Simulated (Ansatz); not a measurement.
Basis-set series for CH4ClF2NSi (`CN[Si](F)(F)Cl`). Total charge 0; spin multiplicity 1. All single points use the PBE0-D4/def2-TZVP geometry. It is one conformer, not always the lowest.

```
functional       basis  functions  energy (Eh)  HOMO (eV)  LUMO (eV)
   PBE0-D4  def2-TZVPP        264  -1044.45747      -7.74       0.59
   PBE0-D4  def2-QZVPP        488  -1044.49831      -7.77       0.19
   ωB97M-V  def2-TZVPP        264  -1044.90117     -10.09       2.13
   ωB97M-V  def2-QZVPP        488  -1044.93968     -10.13       1.39
```

(1) Give the rows for def2-SVP. (Best estimate.)

Answers

(1) Computed: 
| functional | basis | functions | energy (Eh) | HOMO (eV) | LUMO (eV) |
| --- | --- | --- | --- | --- | --- |
| PBE0-D4 | def2-SVP | 112 | -1043.81944 | -7.61 | 1.13 |
| ωB97M-V | def2-SVP | 112 | -1044.25647 | -9.95 | 2.88 |

Positive LUMOs are unbound and depend on the basis.
